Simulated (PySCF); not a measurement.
Species: C5H10F2O.
Geometry (GFN2-xTB, Å), atoms numbered from 1 in this order:
```
atom  x, y, z in Å
C1     2.494    0.743    0.279
O2     1.228    0.513   -0.281
C3     0.783   -0.814   -0.109
C4    -0.581   -0.988   -0.770
C5    -1.726   -0.410    0.060
C6    -1.725    1.094    0.230
F7    -2.909   -0.801   -0.515
F8    -1.741   -1.017    1.289
H9     2.486    0.575    1.363
H10    3.253    0.091   -0.171
H11    2.742    1.783    0.074
H12    0.721   -1.060    0.962
H13    1.501   -1.507   -0.574
H14   -0.576   -0.497   -1.743
H15   -0.780   -2.052   -0.908
H16   -2.543    1.382    0.886
H17   -0.779    1.409    0.656
H18   -1.856    1.562   -0.740
```

Vertical excitations from PySCF (density fitting, frozen core in the response, grid level 2 and gas phase unless stated; continuum runs use non-equilibrium linear response for the excitations) on a GFN2-xTB geometry. Reference run:

| settings | S1, eV (f) | S2, eV (f) | S3, eV (f) | S4, eV (f) | S5, eV (f) | S6, eV (f) | T1, eV (Tamm–Dancoff) | mean α (au) |
| --- | --- | --- | --- | --- | --- | --- | --- | --- |
| CAM-B3LYP/def2-SVPD, full TDDFT, 8 singlets | 7.29 (0.022) | 8.20 (0.013) | 8.35 (0.039) | 8.56 (0.027) | 8.80 (0.011) | 9.02 (0.012) | 7.10 | 68.2 |

What do these settings give: HSE06/def2-SVPD, IEF-PCM water, grid level 3, start guess huckel, TDA, 25 singlets?

| settings | S1, eV (f) | S2, eV (f) | S3, eV (f) | S4, eV (f) | S5, eV (f) | S6, eV (f) | T1, eV (Tamm–Dancoff) | mean α (au) |
| --- | --- | --- | --- | --- | --- | --- | --- | --- |
| HSE06/def2-SVPD, IEF-PCM water, grid level 3, start guess huckel, TDA, 25 singlets | 7.09 (0.018) | 7.81 (0.020) | 7.98 (0.033) | 8.13 (0.042) | 8.38 (0.006) | 8.77 (0.005) | – | 89.5 |

S1 moves by -0.20 eV; functional, environment and response scheme change together, so the shift can't be laid on one. States are counted by energy in each run and needn't keep their character from row to row.

Which orbital pairs make up S1 in each run, and how does it sit against the orbital gap?

```
                                                                          settings  S1 configurations (weight)  S1 (eV)  orbital gap (eV)  S1 − gap (eV)
                                       CAM-B3LYP/def2-SVPD, full TDDFT, 8 singlets                    H→L 0.89     7.29             10.46          -3.17
HSE06/def2-SVPD, IEF-PCM water, grid level 3, start guess huckel, TDA, 25 singlets                    H→L 0.93     7.09              7.61          -0.52
```

Geometry: GFN2-xTB, one conformer.
